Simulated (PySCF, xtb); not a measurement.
TaF6, SMILES [Ta-]([F])([F])([F])([F])([F])[F], charge -1, multiplicity 1.

Harmonic wavenumbers (cm⁻¹) from GFN2-xTB (xtb 6.7.1) at its own minimum, in rising order: 118, 118, 119, 222, 222, 222, 252, 252, 252, 344, 344, 406, 413, 413, 414.

Task: What does B3LYP-D3(BJ)/def2-SVPD (PySCF 2.14.0) give at its own minimum? (The exact figures need the calculation; the answer reports its results.)

Result: 124, 124, 124, 226, 226, 226, 265, 265, 265, 573, 573, 587, 587, 587, 661. Paired by order, the mean absolute difference is 87 cm⁻¹ and the zero-point energies are 5.9 and 7.7 kcal/mol.
